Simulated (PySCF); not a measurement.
**Radial density of F+ (fluorine, charge +1)**

CAM-B3LYP, [He] 2s2 2p3 3s1, high-spin 5S determinant (an excited configuration). Computed with PySCF 2.14 in aug-cc-pVTZ-DK (5s4p3d2f, 46 functions), with scalar relativity by spin-free X2C-1e.

```tsv
r (bohr)	4πr²ρ (e/bohr)	4πr²(ρα − ρβ)
0.00324	0.06004	0.0002
0.00546	0.1620	0.0005
0.00918	0.4195	0.0013
0.0154	1.048	0.0033
0.0260	2.435	0.0082
0.0437	4.998	0.0202
0.0735	8.293	0.0541
0.124	9.727	0.1832
0.208	6.748	0.6501
0.350	3.852	1.9108
0.588	5.251	3.2093
0.989	4.088	2.2728
1.66	0.9983	0.6210
2.80	0.4374	0.4258
4.71	0.1060	0.1060
7.92	0.0001824	0.0002
```

Densities and radii are taken from the X2C orbitals without a picture-change correction, which distorts them close to the nucleus.

The outer electron is Rydberg-like, and this basis confines it to a smaller radius and binds it less than a complete one would.
